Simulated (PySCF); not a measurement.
Unrelated species, one level of theory. The calculation used PySCF, TDDFT PBE0/def2-SVPD, vertical, gas phase, core orbitals frozen in the response. Geometries: GFN2-xTB; one conformer of each isolated species. Triplets are in the Tamm–Dancoff approximation.

Problem. Rank by computed lowest singlet excitation energy, lowest first.
A. `[C-]#[N+]CC`
B. `CCP(C)C(F)(F)F`
C. `ClC(=O)/C=C\C(F)(F)F`
D. `FC(F)(F)C(F)(F)[C@H]1CN1`

Solution. C (4.02 eV), B (6.51 eV), D (7.13 eV), A (7.87 eV).

```csv
SMILES,S1 (eV),gap (eV),f (S1),LUMO (eV),T1 (eV),HOMO (eV),S1 mainly
O=C(Cl)/C=C\C(F)(F)F,4.02,5.82,0.000,-3.20,3.53,-9.02,H→L (96%)
CCP(C)C(F)(F)F,6.51,7.61,0.076,0.16,5.15,-7.45,H→L (96%)
FC(F)(F)C(F)(F)[C@H]1CN1,7.13,8.49,0.006,0.59,6.87,-7.90,H→L (83%)
[C-]#[N+]CC,7.87,8.89,0.028,0.37,5.77,-8.52,H→L (93%)
```

H and L stand for HOMO and LUMO.

Mean S1 by what the SMILES shows (count): single bonds only 6.82 eV (2); a double or triple bond but no aromatic ring 5.95 eV (2).
